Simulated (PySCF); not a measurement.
From one molecule to another.

First species: C6H9NO.
Numbering: `[NH2:1][C:2](=[O:3])[CH:4]1[CH2:5][CH:6]=[CH:7][CH2:8]1` (hydrogens: H9, H10 on N1; H11 on C4; H12, H13 on C5; H14 on C6; H15 on C7; H16, H17 on C8)

Second species: C₆H₉NO.
InChI=1S/C6H9NO/c1-7(2)6-4-3-5-8-6/h3-5H,1-2H3

Levels: CAM-B3LYP/def2-SVPD for HOMO energy, LUMO energy, HOMO–LUMO gap and static isotropic polarisability; TDDFT CAM-B3LYP/def2-SVPD for lowest singlet excitation; TDA CAM-B3LYP/def2-SVPD for lowest triplet excitation (Tamm–Dancoff). Geometries: GFN2-xTB. Each structure is a single optimised conformer of the isolated species, non-relativistic unless stated; the electronic structure was computed with PySCF and density fitting.

Dipoles, sizes and rotational constants follow the conformer. The torsions of the flexible species, by atom-mapped SMILES:
- `[CH3:1][N:2]([CH3:3])[c:4]1[cH:5][cH:6][cH:7][o:8]1`: C1–N2–C4–C5 -19°

The conformers of `NC(=O)C1CC=CC1` aren't listed.

Values for the first species:

- HOMO energy: -8.56 eV
- LUMO energy: 1.07 eV
- HOMO–LUMO gap: 9.63 eV
- Lowest singlet excitation: 5.63 eV
- Lowest triplet excitation (Tamm–Dancoff): 4.38 eV
- Static isotropic polarisability: 76.5 au

(1) Estimate the same properties for the second species, and the change in each.

Answers

(1) 
```csv
property,first,second,second less first
HOMO energy,-8.56 eV,-6.50 eV,+2.06 eV
LUMO energy,1.07 eV,1.27 eV,+0.20 eV
HOMO–LUMO gap,9.63 eV,7.77 eV,-1.86 eV
lowest singlet excitation,5.63 eV,5.06 eV,-0.57 eV
lowest triplet excitation (Tamm–Dancoff),4.38 eV,3.71 eV,-0.67 eV
static isotropic polarisability,76.5 au,82.5 au,+6.0 au
```

On the first: The polarisability is 11.34 Å³ as a volume (1 au = 0.148185 Å³), or 1.28 au for each of the 60 electrons. S1 lies 4.00 eV below the HOMO–LUMO gap; its leading configuration is HOMO→LUMO, weight 0.31, beside HOMO→LUMO+5, weight 0.27.

On the second: No computed singlet falls in the visible range (750 to 380 nm, 1.65 to 3.26 eV); S1 lies 1.80 eV above its blue end. The polarisability is 12.22 Å³ as a volume (1 au = 0.148185 Å³), or 1.37 au for each of the 60 electrons.
